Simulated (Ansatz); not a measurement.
Ansatz results at the PBE0-D4/def2-TZVP geometry: LUMO energy (B3LYP/def2-TZVPP) -0.86 eV; HOMO–LUMO gap (B3LYP/def2-TZVPP) 7.81 eV; HOMO energy (B3LYP/def2-TZVPP) -8.67 eV.

Each molecule was computed in one conformer, which needn't be the lowest.

Question: Which molecule gave them?
A. `O=C=[N][Al]([F])[Cl]`
B. `C[CH2][Al]([CH3])[SH]`
C. `O[Si](O)(O)[O][AlH][F]`
D. `[CH3][AlH][Br]`

Answer: C. The others give `O=C=[N][Al]([F])[Cl]`: -1.42, 7.48, -8.90; `C[CH2][Al]([CH3])[SH]`: -0.64, 6.56, -7.20; `[CH3][AlH][Br]`: -1.46, 6.32, -7.78.

B3LYP here is the variant with VWN-RPA as its local correlation; programs differ in this.
